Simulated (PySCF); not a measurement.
AsH5OSi.
SMILES with atom numbers: `[OH:1][SiH2:2][AsH2:3]` (hydrogens: H4 on O1; H5, H6 on Si2; H7, H8 on As3)

Geometry (PBE0-D3(BJ)/def2-SVP, Å), atoms numbered from 1 in this order:
```
atom  x, y, z in Å
O1    -1.6061    1.0562    0.0593
Si2   -0.6304   -0.2920    0.1514
As3    1.6103    0.3010    0.6688
H4    -1.4511    1.6606   -0.6716
H5    -1.1520   -1.1035    1.2853
H6    -0.6981   -1.0952   -1.1113
H7     1.9367    0.6078   -0.7917
H8     2.0460   -1.1547    0.5132
```

Method used: PBE0-D3(BJ)/def2-SVP geometry optimisation, gas phase (PySCF 2.14.0).

Take the most abundant isotopes and a rigid rotor. The values belong to one conformer with, in the numbering `[OH:1][SiH2:2][AsH2:3]`, H–O1–Si2–As3 68°, O1–Si2–As3–H -83° and -175°.

Problem. What are A, B and C (GHz)?

Solution. Ia = 32.24, Ib = 224.20, Ic = 244.77 u·Å²; 505379 MHz·u·Å²/I gives 15676, 2254 and 2065 MHz, that is A = 15.676, B = 2.2541, C = 2.0647 GHz.

Problem. Classify the top.

Solution. A near-prolate asymmetric top. Ray's parameter κ = (2B − A − C)/(A − C) = -0.972; −1 is the prolate and +1 the oblate limit.

Problem. What does the inertial defect say?

Solution. Not planar: Δ = Ic − Ia − Ib = -11.67 u·Å². For a rigid frame Δ = −2 Σ m c², so Σ m c² = 5.84 u·Å² lies off the ab plane: 5.72 from hydrogen and 0.11 from heavier atoms. The atom farthest from that plane is 1.48 Å away.

Problem. Give the other two planar moments, Paa and Pbb, and the rms extents of the mass along the axes.

Solution. Paa = Σ m a² = (Ib + Ic − Ia)/2 = 218.37 and Pbb = Σ m b² = (Ia + Ic − Ib)/2 = 26.40 u·Å². With the mass M = 123.93 u, the rms extents √(P/M) along a, b and c are 1.33, 0.46, 0.22 Å.

Problem. Predict some low-J microwave lines.

Solution. The dipole components are |μa| = 0.03 D, |μb| = 0.11 D, |μc| = 1.57 D. Intensities carry the squares of the components, which stand as 0.00 : 0.00 : 1.00 (a : b : c). Some lines, for components of 0.1 D or more:

```tsv
type	branch	J(Ka,Kc)	MHz	lower level (cm⁻¹)
b	Q	3(1,2) ← 3(0,3)	14094	0.864
b	R	1(1,1) ← 0(0,0)	17741	0.000
c	R	1(1,0) ← 0(0,0)	17931	0.000
b	R	2(1,2) ← 1(0,1)	21871	0.144
c	R	2(1,1) ← 1(0,1)	22439	0.144
b	R	3(1,3) ← 2(0,2)	25906	0.432
c	Q	3(2,2) ← 3(1,2)	39984	1.334
b	Q	3(2,1) ← 3(1,2)	39994	1.334
b	Q	2(2,0) ← 2(1,1)	40269	0.893
b	R	2(2,1) ← 1(1,0)	49094	0.598
c	R	2(2,0) ← 1(1,0)	49096	0.598
c	R	3(2,2) ← 2(1,2)	53792	0.874
```

Whether it is a minimum is left open (no frequencies). These are rigid-rotor constants of the computed structure; measured ground-state constants (B0) also hold zero-point vibration. Quadrupole hyperfine structure (75As) is left out.
